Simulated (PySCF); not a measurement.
Species: H₇N₂PSi.
Geometry (PBE0-D3(BJ)/def2-SVP, Å), atoms numbered from 1 in this order:
```
atom  x, y, z in Å
N1    -0.0765    1.2993    0.9705
Si2   -0.3387    0.1718   -0.3105
N3    -1.3034   -1.0997    0.3419
P4     1.4115   -0.9375   -1.2542
H5     0.3577    0.9890    1.8330
H6     0.1957    2.2485    0.7411
H7    -0.9009    1.0115   -1.4203
H8    -1.3567   -1.9917   -0.1360
H9    -2.1711   -0.8782    0.8181
H10    2.1014    0.2658   -1.5951
H11    2.1092   -1.1037   -0.0180
```

Method: core-valence-separated Tamm–Dancoff BHandHLYP/aug-pcX-1 (pcseg-1 on H, def2-SVPD on Si, def2-SVPD on P) in PySCF, non-relativistic, gas phase, PBE0-D3(BJ)/def2-SVP geometry. The energies are unshifted.

The lowest roots of each edge with f over 0.003 (five at most, numbered afresh; weaker and dark ones are left out), with transition dipoles (au) in the frame of the coordinates:

```json
{"root": "1", "edge": "N", "E (eV)": "399.03", "f": "0.0089", "μx": "-0.0231", "μy": "-0.0160", "μz": "-0.0113"}
{"root": "2", "edge": "N", "E (eV)": "399.05", "f": "0.0070", "μx": "-0.0225", "μy": "-0.0136", "μz": "-0.0052"}
{"root": "3", "edge": "N", "E (eV)": "399.96", "f": "0.0312", "μx": "0.0078", "μy": "0.0328", "μz": "-0.0452"}
{"root": "4", "edge": "N", "E (eV)": "400.03", "f": "0.0311", "μx": "-0.0217", "μy": "0.0367", "μz": "0.0368"}
{"root": "5", "edge": "N", "E (eV)": "400.26", "f": "0.0248", "μx": "-0.0326", "μy": "0.0362", "μz": "0.0127"}
```

Problem. Molecules are fixed in this frame and the field points along y. What effective strengths 3 f cos²θ do the roots have (θ between field and μ)?

Solution. root 1 (N1/N3): 0.007, root 2 (N1/N3): 0.005, root 3 (N1): 0.032, root 4 (N3): 0.040, root 5 (N1): 0.039. Averaged over all orientations cos²θ is 1/3, which gives f back.

One conformer stands for the species.
